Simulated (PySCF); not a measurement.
**Effect of structural changes**

Level of theory: TDDFT LC-wPBE/def2-SVPD circular dichroism and optical rotation, one conformer, gas phase in PySCF. Geometry: GFN2-xTB.

Each molecule in one low-energy conformer. The parent is FC(F)[C@@H]1[GeH2][CH2][C@@H]1S.

The molecule is flexible and this is one conformer; a measurement averages over conformers. The calculation is non-relativistic, which matters for the atoms heavier than Zn.

(1) How does the specific rotation at 589.3 nm (origin-invariant length gauge) change along this series?
- FC(F)[C@@H]1[GeH2][CH2][C@@H]1S (base)
- FC(F)[C@H]1[GeH2][CH2][C@@H]1S (diastereomer)

Results:

(1) 
| molecule | [α]589 (deg dm⁻¹ (g/mL)⁻¹) | S1 (eV) | R(S1), velocity form (10⁻⁴⁰ esu² cm²) |
| --- | --- | --- | --- |
| FC(F)[C@@H]1[GeH2][CH2][C@@H]1S | -27.9 | 5.71 | -0.7 |
| FC(F)[C@H]1[GeH2][CH2][C@@H]1S | +136.6 | 5.65 | -2.1 |

The specific rotation at 589.3 nm (origin-invariant length gauge) is lowest for FC(F)[C@@H]1[GeH2][CH2][C@@H]1S and highest for FC(F)[C@H]1[GeH2][CH2][C@@H]1S.
